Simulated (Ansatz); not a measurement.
Basis-set series for CH6BNSi, SMILES `B1CN[SiH2]1`. Total charge 0; spin multiplicity 1. Geometry: relaxed with PBE0-D4/def2-TZVP.

| functional | basis | functions | energy (Eh) | HOMO (eV) | LUMO (eV) |
| --- | --- | --- | --- | --- | --- |
| PBE0-D4 | def2-SVP | 90 | -410.31356 | -6.49 | -1.87 |
| PBE0-D4 | def2-TZVPP | 219 | -410.55157 | -6.64 | -1.93 |
| ωB97M-V | def2-SVP | 90 | -410.49110 | -8.79 | 0.21 |
| ωB97M-V | def2-TZVPP | 219 | -410.73612 | -8.96 | 0.06 |

Give the rows for def2-QZVPP. (An estimate is asked.)

Ansatz gave: 
```
functional       basis  functions  energy (Eh)  HOMO (eV)  LUMO (eV)
   PBE0-D4  def2-QZVPP        421   -410.56880      -6.67      -1.96
   ωB97M-V  def2-QZVPP        421   -410.75218      -8.99       0.00
```

Positive LUMOs are unbound and depend on the basis.
